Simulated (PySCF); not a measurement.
**A search over the determinants of AlTl⁺**

Unrestricted PBE0; PySCF, scalar-relativistic core potentials, basis sets Al def2-SVP, Tl def2-SVP with ECP60. Outer shells of the fragments: Al+ 3s2; Tl 5d10 6s2 6p1.

Followed along the bond (rough minima from three points):

| 2Ms+1 | unpaired | ⟨S²⟩ at the start | R at minimum (Å) | Te (eV) |
| --- | --- | --- | --- | --- |
| 2 | σ ↑ | 0.76 | 3.47 | 0.00 |
| 2 | π ↑ | 0.75 | 3.08 | 0.61 |
| 4 | σ ↑↑, π ↑ | 3.75 | 2.81 | 3.47 |

Solutions found at the starting distance of 2.725 Å, counted from the lowest of them; the search is not exhaustive and high or unbound solutions are not listed, so other states can lie among these:

| 2Ms+1 | unpaired | term | E (eV) | ⟨S²⟩ | ⟨Lz²⟩ | μ (D) |
| --- | --- | --- | --- | --- | --- | --- |
| 2 | σ ↑ | ²Σ⁺ | 0.00 | 0.76 | 0.00 | -4.52 |
| 2 | π ↑ | ²Π | 0.16 | 0.75 | 1.00 | -4.20 |
| 4 | σ ↑↑, π ↑ | ⁴Π | 2.92 | 3.75 | 1.00 | -4.13 |
| 4 | σ ↑, π ↑↑ | ⁴Σ⁻ | 3.27 | 3.75 | 0.00 | -3.45 |
| 2 | σ ↑↑, π ↓ | mixed | 3.68 | 1.75 | 1.00 | -4.63 |
| 2 | σ ↑, π ↑↓ | mixed | 4.01 | 1.76 | 2.01 | -4.06 |

A term symbol is given only where ⟨S²⟩ and ⟨Lz²⟩ are close to those of a pure state; real π, δ and φ orbitals otherwise mix terms. A positive dipole points towards Tl; it is taken about the centre of mass and depends on that origin.

Question: Compare the gap between the two lowest followed solutions at the starting distance with the gap between their minima.

Answer: At PBE0 the second solution (doublet, unpaired electrons π ↑) lies +0.16 eV from the first (doublet, unpaired electrons σ ↑) at 2.725 Å and +0.61 eV at the minima; the two curves relax by different amounts, since their minima lie near 3.08 and 3.47 Å.

These are scalar-relativistic numbers at best; spin–orbit coupling would shift them, the dissociation energy most. Counting both spins, an empty level lies below a filled one in some of these solutions, because spin and occupation are held.
